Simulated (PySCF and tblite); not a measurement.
Values are calculated unless marked as measured or tabulated.
**Conformer ensemble of C₈H₁₂O, numbered as in [CH:1]#[C:2][C@@H:3]1[CH2:4][CH2:5][CH2:6][O:7][CH2:8][CH2:9]1**

Search: ETKDG, MMFF94s, GFN2-xTB, 60 starts; geometries at GFN2-xTB. Energies: CAM-B3LYP-D3(BJ)/pcSseg-1 (IEF-PCM, acetone), with GFN2-xTB thermal terms (modes under about 100 cm⁻¹ blended into free rotors). Symmetry numbers and mirror images are counted. Conformers within 3 kcal/mol (GFN2-xTB free energy) were kept, 9 at most. GIAO shieldings: CAM-B3LYP/pcSseg-1 (IEF-PCM, acetone). Shifts are against TMS (¹H), TMS (¹³C) at the same level; of two unlike H on one atom, a is the less shielded. Programs: PySCF with density fitting and tblite.

The 7-ring runs over atoms 3–4–5–6–7–8–9.

```json
{"conformer": "1", "shape": "7-ring puckered (ring torsions 86, -34, -48, 96, -73, 54, -73°)", "symmetry": "C1", "E(GFN2) kcal/mol": "0.28", "E(DFT) kcal/mol": "0.00", "G(298.15 K) kcal/mol": "0.00", "weight %": "36.6", "dipole D": "1.97"}
{"conformer": "2", "shape": "7-ring puckered (ring torsions -86, 36, 47, -96, 73, -53, 71°)", "symmetry": "C1", "E(GFN2) kcal/mol": "0.06", "E(DFT) kcal/mol": "0.10", "G(298.15 K) kcal/mol": "0.26", "weight %": "23.4", "dipole D": "1.10"}
{"conformer": "3", "shape": "7-ring puckered (ring torsions 54, -72, 96, -48, -34, 86, -74°)", "symmetry": "C1", "E(GFN2) kcal/mol": "0.00", "E(DFT) kcal/mol": "0.31", "G(298.15 K) kcal/mol": "0.35", "weight %": "20.2", "dipole D": "1.57"}
{"conformer": "4", "shape": "7-ring puckered (ring torsions -56, 76, -93, 42, 38, -83, 70°)", "symmetry": "C1", "E(GFN2) kcal/mol": "1.33", "E(DFT) kcal/mol": "0.56", "G(298.15 K) kcal/mol": "0.70", "weight %": "11.3", "dipole D": "2.65"}
{"conformer": "5", "shape": "7-ring puckered (ring torsions -84, 74, -60, 78, -90, 39, 36°)", "symmetry": "C1", "E(GFN2) kcal/mol": "0.39", "E(DFT) kcal/mol": "1.31", "G(298.15 K) kcal/mol": "1.61", "weight %": "2.4", "dipole D": "1.78"}
{"conformer": "6", "shape": "7-ring puckered (ring torsions 83, -75, 61, -78, 90, -40, -34°)", "symmetry": "C1", "E(GFN2) kcal/mol": "0.24", "E(DFT) kcal/mol": "1.31", "G(298.15 K) kcal/mol": "1.62", "weight %": "2.4", "dipole D": "1.36"}
{"conformer": "7", "shape": "7-ring puckered (ring torsions 71, -88, 39, 39, -88, 71, -55°)", "symmetry": "C1", "E(GFN2) kcal/mol": "0.82", "E(DFT) kcal/mol": "1.82", "G(298.15 K) kcal/mol": "1.82", "weight %": "1.7", "dipole D": "1.25"}
{"conformer": "8", "shape": "7-ring puckered (ring torsions -39, 90, -77, 61, -75, 84, -36°)", "symmetry": "C1", "E(GFN2) kcal/mol": "0.51", "E(DFT) kcal/mol": "1.75", "G(298.15 K) kcal/mol": "1.97", "weight %": "1.3", "dipole D": "1.08"}
{"conformer": "9", "shape": "7-ring puckered (ring torsions -72, 87, -36, -43, 89, -69, 54°)", "symmetry": "C1", "E(GFN2) kcal/mol": "0.87", "E(DFT) kcal/mol": "2.13", "G(298.15 K) kcal/mol": "2.27", "weight %": "0.8", "dipole D": "1.98"}
```

Weights (%) against temperature:

```
 T (K)     1     2     3     4    5    6    7    8    9  S(mix) cal/mol/K
   180  46.9  25.5  18.0   7.7  0.7  0.6  0.3  0.2  0.1              2.61
   230  41.6  24.8  19.5   9.7  1.4  1.3  0.8  0.6  0.3              2.90
298.15  36.6  23.4  20.2  11.3  2.4  2.4  1.7  1.3  0.8              3.22
   330  34.7  22.7  20.2  11.7  2.9  2.8  2.2  1.7  1.1              3.34
   400  31.5  21.4  20.0  12.3  3.7  3.7  3.2  2.5  1.7              3.55
```

Averaged shifts at 298.15 K. ¹H: 3.98 (H8a, 1H), 3.90 (H6a, 1H), 3.84 (H6b, 1H), 3.77 (H8b, 1H), 2.63 (H3, 1H), 2.01 (H5a, 1H), 1.95 (H9a, 1H), 1.91 (H4a, 1H), 1.87 (H1, 1H), 1.81 (H9b, 1H), 1.75 (H4b, 1H), 1.67 (H5b, 1H) ppm. ¹³C: 98.1 (C2), 77.4 (C1), 73.2 (C6), 70.7 (C8), 43.2 (C9), 37.0 (C4), 33.1 (C5), 32.4 (C3) ppm.

Coordinates of conformer 1 (Å):

```xyz
21

C     3.637   -0.052    0.184
C     2.458    0.018    0.372
C     1.021    0.101    0.576
C     0.348   -1.170    0.034
C    -1.091   -1.323    0.529
C    -2.116   -0.580   -0.341
O    -1.674    0.631   -0.905
C    -1.025    1.527   -0.029
C     0.498    1.381   -0.088
H     4.673   -0.113    0.027
H     0.837    0.158    1.658
H     0.364   -1.152   -1.058
H     0.932   -2.032    0.364
H    -1.153   -0.971    1.562
H    -1.371   -2.378    0.534
H    -2.384   -1.192   -1.207
H    -3.029   -0.407    0.253
H    -1.393    1.413    0.998
H    -1.293    2.530   -0.379
H     0.957    2.247    0.393
H     0.793    1.382   -1.140
```

Shifts are unscaled: against experiment ¹³C can be off by 15 ppm or more and ¹H by 0.8 ppm. For its torsions the set is small; conformers may be missing.

Search and properties took 4.1 min on 1 thread of AMD EPYC 9R45 96-Core, shared host (rough), launched as `OMP_NUM_THREADS=1 python ens_run.py task.json out`.
